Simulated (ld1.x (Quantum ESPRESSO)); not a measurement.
## Ranking TM potentials for boron

All share these settings but for the change named:

```json
{
  "Element": "B (Z = 5)",
  "Generator": "ld1.x (Quantum ESPRESSO) 7.5",
  "Type": "norm-conserving Troullier–Martins (Kleinman–Bylander form)",
  "Functional": "PBEsol",
  "Relativity": "non-relativistic",
  "Frozen core": "[He]",
  "Valence charge": "3",
  "Reference configuration": "2s2 2p1",
  "Partial waves": "2p (bound): rc 3.80 bohr; 2s (bound): rc 1.55 bohr",
  "Local potential": "the s channel",
  "Core correction": "none"
}
```

Test errors are all-electron minus pseudo excitation energies from the reference, over 2s2 2p0; 2s1 2p0; 2s2 2p0.5; 2s1 2p2; 2s2 2p1.3; 2s1 2p1; 2s0 2p3. None of these files shows a bound ghost.

The base gives 543.0 meV.

Of 6 variants that were run, those that failed, showed a ghost or another fault, or gave nearly equal values are left out.

(1) Rank these variants by their largest absolute test error, smallest first.
A. wave 2p (bound): rc 3.80 bohr becomes 2p (bound): rc 4.52 bohr
B. wave 2p (bound): rc 3.80 bohr becomes 2p (bound): rc 5.56 bohr
C. wave 2p (bound): rc 3.80 bohr becomes 2p (bound): rc 5.02 bohr
D. wave 2p (bound): rc 3.80 bohr becomes 2p (bound): rc 3.28 bohr
E. wave 2p (bound): rc 3.80 bohr becomes 2p (bound): rc 2.74 bohr

## Answers

(1) E (202.5 meV), D (341.6 meV), A (898.7 meV), C (1167.0 meV), B (1486.0 meV).
